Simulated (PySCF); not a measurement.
Dipole moment and polarisability of HC(SiH3)3

HC(SiH3)3, CH₁₀Si₃.
Geometry (PBE0-D3(BJ)/def2-SVP, Å), atoms numbered from 1 in this order:
```xyz
14
CH10Si3 angstrom
C      0.270   -0.199    0.360
Si     0.548    1.666    0.418
Si    -1.522   -0.658    0.729
Si     0.873   -0.949   -1.263
H      0.886   -0.640    1.167
H      0.124    2.220    1.741
H      1.993    1.987    0.205
H     -0.251    2.332   -0.656
H     -2.419   -0.092   -0.325
H     -1.691   -2.144    0.747
H     -1.942   -0.109    2.056
H      2.319   -0.636   -1.481
H      0.703   -2.435   -1.251
H      0.088   -0.385   -2.403
```

Level: wB97X-D/def2-SVPD (PySCF), static field, nuclei fixed, core orbitals frozen in the response. The polarisability tensor in these axes (au):

```
x   95.88  4.28 -7.83
y    4.28 98.78  5.60
z   -7.83  5.60 91.61
```

What are the eigenvalues, a third of the trace, and Δα (Δα² = ½Σ(αi − αj)² over the three pairs)?

Principal values 82.56, 101.84 and 101.86 au; mean 95.42 au = 14.14 Å³ = 15.73 × 10⁻⁴⁰ C²·m²/J; Δα = 19.29 au (20 % of the mean).

What is the dipole moment, and where does it point?

(0.38, -0.27, 0.50) D, 0.69 D in size, pointing from the negative to the positive side. Measured along this direction, the outermost atoms are H14, H8 and H9 at the negative end and H5 at the positive end.

What would n − 1 = 2πNα be for an ideal gas of these molecules at 298.15 K and 1 atm, electronic part alone?

N = p/kT = 2.4615 × 10¹⁹ cm⁻³, so n − 1 = 2π × N × 14.14 × 10⁻²⁴ cm³ = 2187 × 10⁻⁶ at long wavelengths, for an ideal gas.

Molar refractivity from α?

Lorentz–Lorenz: R = (4π/3)N_A α = 2.5225 cm³/(mol·Å³) × 14.14 Å³ = 35.7 cm³/mol, in the limit of long wavelengths.

Rayleigh depolarisation ratio (linearly polarised light, static tensor)?

ρ = 3Δα²/(45ᾱ² + 4Δα²) = 1116.4/(409748 + 1488.6) = 0.00271.

In a dilute gas of rigid molecules at 350 K, how does the orientational term μ²/3kT compare with the electronic polarisability?

In Gaussian units μ²/3kT = 3.26 Å³ against 14.14 Å³, a ratio of 0.23; the Debye molar polarisation (4π/3)N_A(α + μ²/3kT) is 43.9 cm³/mol, leaving out the vibrational part.

Geometry: PBE0-D3(BJ)/def2-SVP; no solvent, vibrations or thermal averaging.
